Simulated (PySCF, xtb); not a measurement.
GaF₃, SMILES [F][Ga]([F])[F].

Harmonic wavenumbers (cm⁻¹) from GFN2-xTB in xtb at its own minimum, in rising order: 109, 109, 144, 412, 500, 500.

Question: What does PBE0-D3(BJ)/def2-SVP (PySCF) give at its own minimum? (An estimate is asked for; the answer gives what the named calculation found.)

Answer: 187, 187, 203, 681, 777, 777. Paired by order, the mean absolute difference is 173 cm⁻¹ and the zero-point energies are 2.5 and 4.0 kcal/mol.
